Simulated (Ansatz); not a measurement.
Species: CH₂BCl₂, net charge -1, singlet state. It need not be the lowest isomer of its formula. Whether it binds its extra electron was not tested at this geometry. SMILES: B([CH2-])(Cl)Cl
Geometry from a B3LYP-D3(BJ)/def2-TZVP (Ansatz, a program for electronic structure) optimisation:
```
B
C 1 1.4261
H 2 1.0861 1 122.48
H 2 1.0861 3 115.03 1 -180.00
Cl 1 1.8536 2 124.16 3 0.00
Cl 1 1.8536 2 124.16 3 -180.00
```
Charge -1, spin multiplicity 1.

Parts of the frozen-core correlation energy in STO-3G (Ansatz, hartree). Frozen orbitals: 12; correlated occupied orbitals by spin: 12 and 12; virtual: 6 and 6. Spin-orbit coupling is left out. No relativistic terms. The restricted reference is unstable.

```
term                            value
-------------------------  ----------
reference (HF)             -972.08820
MP2 opposite-spin            -0.09298
MP2 same-spin              (withheld)
CCSD correlation           (withheld)
(T)                        (withheld)
T1 diagnostic                   0.011
largest doubles amplitude       0.182
```

### Question
What belongs in the gaps?

### Answer

- MP2 same-spin, value: -0.01638
- CCSD correlation, value: -0.13916
- (T), value: -0.00207
